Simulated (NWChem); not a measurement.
Everything below was run with NWChem. System: NS, charge 0, spin multiplicity 2, at a geometry optimised with UPBE0/def2-SVP. The structure started from a generated list of species. Its SCF solution wasn't tested for a lower state. Level: UB3LYP/6-31G* (spherical d), VWN1-RPA local correlation.

Job file:

```
start mol
memory heap 200 mb stack 900 mb global 1100 mb
geometry units angstroms nocenter noautoz
  N      0.000000     0.000000     1.044505
  S      0.000000     0.000000    -0.456971
  symmetry group C2v
end
basis spherical
  * library 6-31g*
end
dft
  xc b3lyp
  odft
  mult 2
  semidirect memsize 60000000 filesize 0
  iterations 100
end
task dft energy
```

NWChem printed:

```
             Northwest Computational Chemistry Package (NWChem) 7.3.0
             --------------------------------------------------------

                                NWChem Input Module
                                -------------------

 Scaling coordinates for geometry "geometry" by  1.889725989
 (inverse scale =  0.529177249)

 Turning off AUTOSYM since
 SYMMETRY directive was detected!

                             Geometry "geometry" -> ""
                             -------------------------

 Output coordinates in angstroms (scale by  1.889725989 to convert to a.u.)

  No.       Tag          Charge          X              Y              Z
 ---- ---------------- ---------- -------------- -------------- --------------
    1 N                    7.0000     0.00000000     0.00000000     1.04450500
    2 S                   16.0000     0.00000000     0.00000000    -0.45697100

 Effective nuclear repulsion energy (a.u.)      39.4730597678

            Nuclear Dipole moment (a.u.)
            ----------------------------
        X                 Y               Z
 ---------------- ---------------- ----------------
     0.0000000000     0.0000000000    -0.0000018897

      Symmetry information
      --------------------

 Group name             C2v
 Group number             16
 Group order               4
 No. of unique centers     2

      Symmetry unique atoms

     1    2


 Summary of "ao basis" -> "" (spherical)
 ------------------------------------------------------------------------------
       Tag                 Description            Shells   Functions and Types
 ---------------- ------------------------------  ------  ---------------------
 *                           6-31g*                   on all atoms

                                 NWChem DFT Module
                                 -----------------

 Summary of "ao basis" -> "ao basis" (spherical)
 ------------------------------------------------------------------------------
       Tag                 Description            Shells   Functions and Types
 ---------------- ------------------------------  ------  ---------------------
 N                           6-31g*                  6       14   3s2p1d
 S                           6-31g*                  8       18   4s3p1d

 Summary of "ao basis" -> "ao basis" (spherical)
 ------------------------------------------------------------------------------
       Tag                 Description            Shells   Functions and Types
 ---------------- ------------------------------  ------  ---------------------
 N                           6-31g*                  6       14   3s2p1d
 S                           6-31g*                  8       18   4s3p1d

      Symmetry analysis of basis
      --------------------------

        a1         16
        a2          2
        b1          7
        b2          7

            General Information
            -------------------
          SCF calculation type: DFT
          Wavefunction type:  spin polarized.
          No. of atoms     :     2
          No. of electrons :    23
           Alpha electrons :    12
            Beta electrons :    11
          Charge           :     0
          Spin multiplicity:     2
          Use of symmetry is: on ; symmetry adaption is: on
          Maximum number of iterations: 100
          AO basis - number of functions:    32
                     number of shells:    14
          Convergence on energy requested:  1.00D-06
          Convergence on density requested:  1.00D-05
[...]
 Vector   15  Occ=0.000000D+00  E= 2.549730D-01  Symmetry=a1
              MO Center= -4.6D-15,  9.9D-15, -7.8D-01, r^2= 2.8D+00
   Bfn.  Coefficient  Atom+Function         Bfn.  Coefficient  Atom+Function
  ----- ------------  ---------------      ----- ------------  ---------------
    24      1.926942  2 S  s                 20     -1.610232  2 S  s
     6     -0.390107  1 N  s                 23      0.300006  2 S  pz
     5     -0.135532  1 N  pz                16      0.118371  2 S  s
     9      0.110832  1 N  pz                27     -0.100805  2 S  pz
    15     -0.072191  2 S  s                 19     -0.069198  2 S  pz

                     DFT Final Beta Molecular Orbital Analysis
                     -----------------------------------------

 Vector    9  Occ=1.000000D+00  E=-3.826770D-01  Symmetry=b1
              MO Center= -7.6D-15, -2.8D-16,  1.7D-01, r^2= 1.5D+00
   Bfn.  Coefficient  Atom+Function         Bfn.  Coefficient  Atom+Function
  ----- ------------  ---------------      ----- ------------  ---------------
    21      0.558479  2 S  px                 3      0.371842  1 N  px
     7      0.239142  1 N  px                25      0.236759  2 S  px
    17     -0.213979  2 S  px                31     -0.059086  2 S  d  1
    13      0.036323  1 N  d  1

 Vector   10  Occ=1.000000D+00  E=-3.694627D-01  Symmetry=a1
              MO Center=  7.0D-15, -2.1D-16,  7.2D-01, r^2= 1.6D+00
   Bfn.  Coefficient  Atom+Function         Bfn.  Coefficient  Atom+Function
  ----- ------------  ---------------      ----- ------------  ---------------
     5      0.482427  1 N  pz                23     -0.470962  2 S  pz
     6      0.357177  1 N  s                  9      0.259607  1 N  pz
    24      0.202280  2 S  s                  2      0.180346  1 N  s
    19      0.178932  2 S  pz                27     -0.090119  2 S  pz
     1     -0.087115  1 N  s                 30     -0.037114  2 S  d  0

 Vector   11  Occ=1.000000D+00  E=-3.529874D-01  Symmetry=b2
              MO Center= -2.5D-16,  1.8D-15,  1.3D-01, r^2= 1.5D+00
   Bfn.  Coefficient  Atom+Function         Bfn.  Coefficient  Atom+Function
  ----- ------------  ---------------      ----- ------------  ---------------
    22      0.565051  2 S  py                 4      0.348317  1 N  py
    26      0.254808  2 S  py                 8      0.231306  1 N  py
    18     -0.216902  2 S  py                29      0.061270  2 S  d -1
    11     -0.036157  1 N  d -1

 Vector   12  Occ=0.000000D+00  E=-1.187962D-01  Symmetry=b1
              MO Center= -1.3D-14, -9.7D-17,  2.9D-01, r^2= 1.9D+00
   Bfn.  Coefficient  Atom+Function         Bfn.  Coefficient  Atom+Function
  ----- ------------  ---------------      ----- ------------  ---------------
     3      0.509061  1 N  px                 7      0.498028  1 N  px
    21     -0.492089  2 S  px                25     -0.400620  2 S  px
    17      0.177210  2 S  px                31     -0.093832  2 S  d  1

 Vector   13  Occ=0.000000D+00  E=-8.365680D-02  Symmetry=b2
              MO Center= -2.1D-16, -4.8D-15,  3.2D-01, r^2= 1.9D+00
   Bfn.  Coefficient  Atom+Function         Bfn.  Coefficient  Atom+Function
  ----- ------------  ---------------      ----- ------------  ---------------
     8      0.521368  1 N  py                 4      0.506861  1 N  py
    22     -0.463907  2 S  py                26     -0.411362  2 S  py
    18      0.167642  2 S  py                29      0.096492  2 S  d -1

 Vector   14  Occ=0.000000D+00  E= 5.740783D-02  Symmetry=a1
              MO Center= -1.9D-15,  1.1D-15, -3.9D-01, r^2= 2.8D+00
   Bfn.  Coefficient  Atom+Function         Bfn.  Coefficient  Atom+Function
  ----- ------------  ---------------      ----- ------------  ---------------
    27     -1.309751  2 S  pz                 6      1.245470  1 N  s
    24     -1.069556  2 S  s                  9     -0.578031  1 N  pz
    23     -0.297210  2 S  pz                 5     -0.295409  1 N  pz
    30      0.193518  2 S  d  0               2      0.138445  1 N  s
    19      0.100902  2 S  pz                16      0.084769  2 S  s

   alpha - beta orbital overlaps
   -----------------------------

   alpha      1      2      3      4      5      6      7      8      9     10
    beta      1      2      3      4      5      6      7      8     11      9
 overlap   1.000  1.000  1.000  1.000  1.000  1.000  0.999  0.999  0.987  0.999

   alpha     11     12     13     14     15     16     17     18     19     20
    beta     10     13     12     14     15     16     17     18     19     21
 overlap   0.999  0.986  0.999  1.000  1.000  1.000  0.999  1.000  0.999  0.992

   alpha     21     22     23     24     25     26     27     28     29     30
    beta     20     22     23     25     24     26     27     28     29     31
 overlap   0.999  1.000  0.998  0.994  0.999  0.997  0.997  1.000  0.999  1.000

   alpha     31     32
    beta     30     32
 overlap   1.000  1.000

     --------------------------
     Expectation value of S2:
     --------------------------
      <S2> =      0.7555 (Exact =     0.7500)

 center of mass
 --------------
 x =   0.00000000 y =   0.00000000 z =   0.00065633

 moments of inertia (a.u.)
 ------------------
          78.398077971838           0.000000000000           0.000000000000
           0.000000000000          78.398077971838           0.000000000000
           0.000000000000           0.000000000000           0.000000000000

     Multipole analysis of the density
     ---------------------------------

     L   x y z        total         alpha         beta         nuclear
     -   - - -        -----         -----         ----         -------
     0   0 0 0     -0.000000    -12.000000    -11.000000     23.000000

     1   1 0 0      0.000000      0.000000     -0.000000      0.000000
     1   0 1 0      0.000000      0.000000      0.000000      0.000000
     1   0 0 1     -0.668075     -0.730933      0.062859     -0.000002

     2   2 0 0    -12.396131     -6.461911     -5.934220      0.000000
     2   1 1 0     -0.000000     -0.000000     -0.000000      0.000000
     2   1 0 1     -0.000000     -0.000000     -0.000000      0.000000
     2   0 2 0    -13.834570     -7.905318     -5.929252      0.000000
     2   0 1 1     -0.000000     -0.000000     -0.000000      0.000000
     2   0 0 2    -14.159927    -28.665069    -24.698340     39.203482

 Task  times  cpu:        0.8s     wall:        0.8s

 Total times  cpu:        0.8s     wall:        0.8s
```
